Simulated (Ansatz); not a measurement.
Mulliken charges of GeH4O2Si (`O[SiH]1[O][GeH2]1`) from ωB97M-V/def2-TZVPP in Ansatz (PBE0-D4/def2-TZVP geometry).

| atom | x (Å) | y (Å) | z (Å) | charge (e) |
| --- | --- | --- | --- | --- |
| O1 | -1.757 | 0.746 | -0.679 | -0.344 |
| Si2 | -0.148 | 0.568 | -0.493 | 0.528 |
| O3 | 0.419 | 0.695 | 1.025 | -0.489 |
| Ge4 | 0.787 | -1.147 | 0.654 | 0.126 |
| H5 | -2.071 | 1.132 | -1.498 | 0.180 |
| H6 | 0.550 | 1.318 | -1.567 | -0.045 |
| H7 | 2.299 | -1.379 | 0.820 | 0.019 |
| H8 | 0.013 | -1.990 | 1.682 | 0.024 |

Task: By hand: the dipole of these point charges (1 e Å = 4.8032 D).

Result: Σ q r = (0.067, -0.371, -0.589) e Å, of length 0.699 e Å = 3.36 D.

Task: How does the dipole of the full density compare? (Best estimate.)

Result: The calculation gave: (-0.070, -0.100, -0.560) e Å, 2.75 D; the point charges give 1.22 times that, at 25° from its direction.

Point charges leave out the atoms' own dipoles, such as those of lone pairs, and Mulliken's split depends on the basis, so the two needn't agree.
